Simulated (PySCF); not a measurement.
**Radial density of Pd (palladium, neutral)**

UHF, [Kr] 4d10, closed-shell 1S. Computed with PySCF 2.14 in x2c-TZVPPall with one added diffuse shell each of s, p, d, f type (9s7p7d3f1g, 95 functions), with the spin-free X2C one-electron Hamiltonian (Gaussian nucleus).

| r (bohr) | 4πr²ρ (e/bohr) |
| --- | --- |
| 0.0328 | 53.70 |
| 0.0551 | 53.18 |
| 0.0927 | 73.61 |
| 0.156 | 54.65 |
| 0.262 | 56.71 |
| 0.441 | 36.29 |
| 0.742 | 15.75 |
| 1.25 | 12.99 |
| 2.10 | 3.026 |
| 3.53 | 0.3611 |
| 5.94 | 0.01112 |
| 9.99 | 5.618e-05 |

Densities and radii are taken from the X2C orbitals without a picture-change correction, which distorts them close to the nucleus.
